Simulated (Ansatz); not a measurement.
`C[SiH2][SnH2][F]` + CH₄ → `C[SiH2][SnH2][CH3]` + H–F  (formal exchange of groups at the Sn–F bond)

Isolated molecules relaxed with PBE0-D4/def2-TZVP in Ansatz; ΔE leaves out vibrations. CBS: MP2 limit from def2 TZ/QZ plus the TZ coupled-cluster correction, frozen cores. This one scheme is used for every species. DFT in def2-TZVPP. B3LYP here is the variant with VWN-RPA as its local correlation; programs differ in this. def2 core potentials past Kr. For Sn outer-core shells are correlated without core-valence functions, which leaves a few kJ/mol of doubt a bond. One conformer a species, not always the lowest.

Is it downhill or uphill in electronic energy at CCSD(T)/CBS, and by how much? (Best estimate.)

The calculation gave: Uphill: ΔE = +76.1 kJ/mol.

What do these levels give: ωB97M-V, PBE0, B3LYP, CCSD/def2-TZVPP, MP2/CBS(def2), CCSD/CBS(def2)? (An estimate is asked.)

Ansatz gave: ωB97M-V 86.1, PBE0 82.9, B3LYP 99.7, CCSD/def2-TZVPP 74.3, MP2/CBS(def2) 71.5, CCSD/CBS(def2) 78.5 kJ/mol.

Largest T1 diagnostic among the species: 0.013.

The D4 term adds −6.8 kJ/mol with B3LYP and −3.9 kJ/mol with PBE0; it sums over pairs of atoms, weighted by their polarisabilities, and B3LYP, whose exchange is more repulsive, gets the larger term. From PBE to PBE0 (25 % exact exchange), in def2-TZVPP and without D4, ΔE moves by −6.2 kJ/mol. In def2-TZVPP, CCSD(T) changes the Hartree–Fock value by −30.6 kJ/mol (the triples alone add −2.5 kJ/mol) and MP2 by −35.2 kJ/mol.
